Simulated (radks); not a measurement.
Results of a calculation; reference values are marked as such.
Trend from Zn to Hg: ionisation energy by Delta-SCF between NIST ground configurations, and size. Level of theory: scalar-relativistic Kohn-Sham, r2SCAN, spin-polarised, spherical densities, finite nucleus; open shells are filled with parallel spins first (spin-orbit coupling, left out, can overturn this in heavy ions); meta-GGA in the generalised Kohn-Sham scheme; Fermi nuclear charge, rms radius of each element as measured or else 0.836 A^(1/3) + 0.57 fm (a radial shooting solver on a logarithmic mesh with Libxc functionals).

species  configuration  IE (eV)  NIST (eV)  kind  -e(HOMO) (eV)  outermost  <r> outermost (bohr)
Zn       [Ar] 3d10 4s2    9.411      9.394  exp.     6.220 (4s)         4s                  2.65
Cd       [Kr] 4d10 5s2    8.856      8.994  exp.     5.849 (5s)         5s                  2.89
Hg                [Hg]   10.370     10.438  exp.     7.038 (6s)         6s                  2.67

Reference values: NIST Atomic Spectra Database (measured).
